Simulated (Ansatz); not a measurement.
Correlation energies of CH3BClFO, SMILES `COB(F)Cl` by basis set

```xyz
8

C     0.662    0.152   -0.887
O     0.516   -0.295    0.447
B    -0.607   -0.268    1.164
F    -0.570   -0.732    2.399
Cl   -2.147    0.353    0.567
H     0.905   -0.704   -1.517
H     1.488    0.864   -0.919
H    -0.248    0.630   -1.254
```

Charge 0, multiplicity 1. All single points use the PBE0-D4/def2-TZVP geometry. It is one conformer, not always the lowest. Frozen core, restricted reference, Ansatz. CBS rows extrapolate triple and quadruple zeta; past MP2 they add the triple-zeta difference.

| basis | HF (Eh) | MP2 corr. |
| --- | --- | --- |
| def2-SVP | -697.92661 | -0.71978 |
| def2-TZVPP | -698.37121 | -0.93709 |
| def2-QZVPP | -698.39499 | -1.01741 |

Problem. Estimate the CCSD correlation energy and the (T) correction in each basis where they were run (hartree).

Solution. 
```
     basis  CCSD corr.       (T)
  def2-SVP    -0.75493  -0.01728
def2-TZVPP    -0.96832  -0.03564
 CBS(def2)    -1.10814     as TZ
```
